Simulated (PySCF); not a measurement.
# Basis and Hamiltonian dependence of the excitation energy of Ga

Ga [Ar] 3d10 4s2 4p1 (2P) → Ga [Ar] 3d10 4s2 4d1 (2D). All values are computed (PySCF 2.14, energy differences of UHF-based or UKS calculations, no spin-orbit coupling). Values in eV.

```
                                                                               basis       Hamiltonian  functions    UHF  r2SCAN   PBE0  MP2 (valence)  CCSD(T) (valence)
                                                        aug-cc-pVDZ-PP with ECP10MDF               ECP         32  4.988   4.900  4.704          5.017              4.764
                                                                      aug-cc-pVDZ-DK     spin-free X2C         36  5.077   5.013  4.820          5.099              4.817
                                                      aug-cc-pwCVDZ-PP with ECP10MDF               ECP         48  4.981   4.884  4.689          5.023              4.774
                                                                         def2-TZVPPD  non-relativistic         54  4.670   4.677  4.476          4.750              4.568
                                                                      aug-cc-pVTZ-DK     spin-free X2C         59  4.534   4.604  4.398          4.566              4.453
      aug-cc-pVTZ-PP with one added diffuse shell each of s, d, f type with ECP10MDF               ECP         68  3.997   4.262  4.032          4.135              4.137
                                                        aug-cc-pVQZ-PP with ECP10MDF               ECP         89  4.217   4.360  4.132          4.319              4.266
                                                                          dyall-av2z  non-relativistic         92  5.029   4.930  4.747          5.056              4.731
                                                                         def2-QZVPPD  non-relativistic         95  4.490   4.560  4.353          4.575              4.444
                                                      aug-cc-pwCVTZ-PP with ECP10MDF               ECP         96  4.435   4.506  4.284          4.493              4.403
                   x2c-QZVPPall with one added diffuse shell each of s, p, d, f type     spin-free X2C        110  4.633   4.661  4.456          4.664              4.523
aug-cc-pVQZ-PP with one added diffuse shell each of s, p, d, f, g type with ECP10MDF               ECP        114  3.996   4.266  4.032          4.152                n/a
```

Frozen in the all-electron rows: valence: [Ar] 3d10; with a core potential, the same shells as far as they lie outside it.

At UHF, aug-cc-pVDZ-PP with ECP10MDF, aug-cc-pVDZ-DK, aug-cc-pwCVDZ-PP with ECP10MDF, aug-cc-pVTZ-PP with one added diffuse shell each of s, d, f type with ECP10MDF, aug-cc-pVQZ-PP with ECP10MDF, dyall-av2z, aug-cc-pVQZ-PP with one added diffuse shell each of s, p, d, f, g type with ECP10MDF lie more than 0.3 eV from the median of the rows with comparable relativity.

Non-relativistic rows lack the scalar-relativistic shift.

Reference for a calculation without spin-orbit coupling: 4.245 eV (measured, between term centres; NIST).
